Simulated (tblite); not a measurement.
C₉H₉PSi.
SMILES with atom numbers: `[SiH3:1][c:2]1[cH:3][cH:4][p:5][c:6]2[cH:7][cH:8][cH:9][cH:10][c:11]12` (hydrogens: H12, H13, H14 on Si1; H15 on C3; H16 on C4; H17 on C7; H18 on C8; H19 on C9; H20 on C10)

Level: GFN2-xTB in tblite, geometry and Hessian alike; calculated harmonic values, unscaled, isolated species. The method is semi-empirical: single wavenumbers can be off by several per cent or more. Modes of hydrogen on silicon can be 10 to 20 % off.

Harmonic wavenumbers (cm⁻¹): 69.5, 116.6, 153.3, 170.9, 190.6, 309.6, 315.6, 354.4, 399.8, 417.2, 422.9, 480.6, 521.0, 560.0, 589.2, 591.0, 692.2, 700.0, 740.0, 757.0, 781.3, 790.1, 802.9, 809.3, 871.1, 889.3, 902.7, 914.3, 927.1, 946.9, 1072.0, 1092.5, 1157.5, 1160.6, 1180.6, 1234.9, 1241.7, 1322.4, 1344.3, 1381.8, 1405.0, 1452.2, 1484.8, 1539.8, 1601.5, 2236.5, 2238.0, 2257.0, 3025.9, 3037.6, 3056.9, 3072.9, 3082.6, 3090.2.

A = 1098, B = 866.2, C = 486.9 MHz; mass 176.021 u (most abundant isotopes); point group Cs, symmetry number 1.

Task: Zero-point energy?

Result: Half the sum of the wavenumbers: 30978 cm⁻¹ = 370.57 kJ/mol.

Task: Give the ideal-gas entropy at 500 K and 1 bar in the rigid-rotor, harmonic-oscillator model (classical rotation).

Result: Translation 184.09, rotation 135.81, vibration 214.21: S = 534.1 J/(mol K).

Task: And Cp and H(500 K) − H(0)?

Result: Cp = 273.64 J/(mol K), of which vibrations give 240.38 (their classical limit is 54 R = 449.0); H(500 K) − H(0) = 76.49 kJ/mol without the zero-point energy, 59.86 from vibrations.

Task: What must be added to the electronic energy to get the Gibbs energy at 500 K and 1 bar?

Result: ZPE + [H(500 K) − H(0)] − T·S = 370.57 + 76.49 − 267.06 = 180.00 kJ/mol.

Task: Blend soft modes into free rotors: weight 1/[1 + (100 cm⁻¹/ν̃)⁴] for the oscillator and the rest for a rotor with moment μB/(μ + B), μ = h/(8π²ν), B = 10⁻⁴⁴ kg m². What vibrational entropy results?

Result: 207.06 J/(mol K) in place of 214.21, which changes −T·S at 500 K by +3.58 kJ/mol.

Task: How do the functions run with temperature in this model?

Result: 
```csv
T (K),S (J/(mol K)),Cp (J/(mol K)),H − H(0) (kJ/mol),G − H(0) (kJ/mol),ln q(vib)
50,249.6,47.6,1.89,-10.59,0.20
100,289.9,71.6,4.87,-24.12,0.98
298.15,416.6,182.1,29.82,-94.40,5.67
373.15,461.8,220.8,44.97,-127.35,7.74
750,659.3,342.0,154.22,-340.22,18.46
1000,763.7,383.1,245.26,-518.47,25.11
```

q(vib) and H(0) count from the zero-point level.

Hindered rotation and anharmonicity are outside this model.
